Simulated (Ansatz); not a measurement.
The cluster Sr₃Se₃⁻. The state is a doublet with charge -1. Geometry B3LYP-D4/def2-SVPD.

```xyz
6

Sr   -2.253   -1.296   -1.419
Sr    0.767    1.405   -0.920
Sr    0.380   -0.745    1.644
Se   -1.904    0.913    0.478
Se    2.354    1.349    1.486
Se    0.656   -1.627   -1.269
```

In the def2 sets Sr takes a core potential; there is no spin–orbit coupling. At PBE-D4/def2-TZVPD, r2SCAN-D4/def2-TZVPD the highest occupied level of the charge -1 doublet lies above zero (up to 0.06 eV). It is a level of α spin, whose loss leaves a singlet; that state wasn't run at this geometry and level. The electron is either unbound and held by the finite basis, or the level is raised by self-interaction error. The structure comes from a short search, and lower isomers may exist.

Problem. Estimate the α-spin orbital energies around the gap (eV) in Ansatz with PBE-D4/def2-TZVPD, r2SCAN-D4/def2-TZVPD, r2SCANh-D4/def2-TZVPD, PBE0-D4/def2-TZVPD, r2SCAN0-D4/def2-TZVPD.

Solution. 
```
orbital  PBE-D4/def2-TZVPD  r2SCAN-D4/def2-TZVPD  r2SCANh-D4/def2-TZVPD  PBE0-D4/def2-TZVPD  r2SCAN0-D4/def2-TZVPD
 HOMO−9              -2.34                 -2.47                  -2.87               -3.36                  -3.46
 HOMO−8              -2.11                 -2.24                  -2.61               -3.08                  -3.18
 HOMO−7              -2.08                 -2.24                  -2.60               -3.03                  -3.14
 HOMO−6              -1.82                 -1.98                  -2.35               -2.80                  -2.92
 HOMO−5              -1.69                 -1.87                  -2.22               -2.62                  -2.75
 HOMO−4              -1.32                 -1.44                  -1.78               -2.19                  -2.30
 HOMO−3              -1.29                 -1.42                  -1.76               -2.19                  -2.27
 HOMO−2              -1.23                 -1.36                  -1.71               -2.13                  -2.23
 HOMO−1              -0.77                 -0.89                  -1.22               -1.63                  -1.72
   HOMO               0.06                  0.02                  -0.16               -0.38                  -0.42
   LUMO               0.76                  0.99                   1.12                1.17                   1.31
 LUMO+1               0.94                  1.06                   1.21                1.34                   1.41
 LUMO+2               1.33                  1.53                   1.68                1.77                   1.88
 LUMO+3               1.50                  1.71                   1.90                2.06                   2.16
 LUMO+4               1.83                  1.94                   2.09                2.29                   2.31
 LUMO+5               2.03                  2.28                   2.49                2.58                   2.76
 β HOMO              -0.77                 -0.89                  -1.21               -1.62                  -1.71
 β LUMO               0.55                  0.72                   0.82                1.03                   0.95
```
